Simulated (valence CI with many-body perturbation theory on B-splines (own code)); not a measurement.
## Which ion has this spectrum?

A relativistic CI+MBPT calculation for an atom or ion with 23 electrons gives these levels (cm⁻¹):

| J | Parity | E | g |
| --- | --- | --- | --- |
| 5/2 | even | 0.0 | 1.89 |
| 5/2 | even | 85267 | 1.07 |
| 7/2 | even | 121830 | 1.10 |
| 3/2 | even | 125792 | 1.36 |
| 11/2 | even | 127149 | 1.20 |
| 5/2 | even | 135109 | 1.07 |
| 9/2 | even | 136773 | 1.16 |
| 1/2 | even | 146172 | 1.90 |
| 7/2 | even | 169368 | 1.27 |
| 5/2 | even | 176297 | 1.25 |
| 11/2 | even | 192194 | 1.01 |
| 7/2 | even | 196320 | 1.13 |
| 1/2 | even | 197432 | 0.69 |
| 3/2 | even | 200301 | 1.19 |

The energies are calculated, and their last digits are not significant.

Which is it?
A. Te29+
B. In26+
C. Cd25+
D. Pd23+

B. In26+, ground level (3d3/2^3 3d5/2^2) J=5/2 [a].
